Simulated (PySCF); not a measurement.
Computed shifts of a molecule C2H5FN2Si, PySCF with PBE/pcSseg-1, GIAO, gas phase, atoms alike by connectivity averaged where their shifts nearly agree, in ppm (number of nuclei): ¹⁵N: 522.5 (1), 30.7 (1). ²⁹Si: -6.7 (1). ¹³C: 206.4 (1), 123.9 (1). ¹⁹F: -214.5 (1). ¹H: 9.21 (1), 6.74 (1), 6.31 (1), 1.62 (1), 1.51 (1). References: ¹⁵N against NH3 (σ = 267.0 ppm); ²⁹Si against TMS (σ = 335.4 ppm); ¹³C against TMS (σ = 182.0 ppm); ¹⁹F against CFCl3 (σ = 133.6 ppm); ¹H against TMS (σ = 31.49 ppm), references at their B3LYP-D3(BJ)/def2-TZVP geometries, non-relativistic. Coordinates come from a PBE0-D3(BJ)/def2-SVP optimisation. The values are those of a single conformer.

Question: Which structure fits?
(A) N#C[C@H](F)[SiH2]N
(B) C#C[Si](N)(N)F
(C) N#CC[Si@@H](N)F
(D) N[Si@@H]1C=N[C@@H]1F

Answer: D, N[Si@@H]1C=N[C@@H]1F
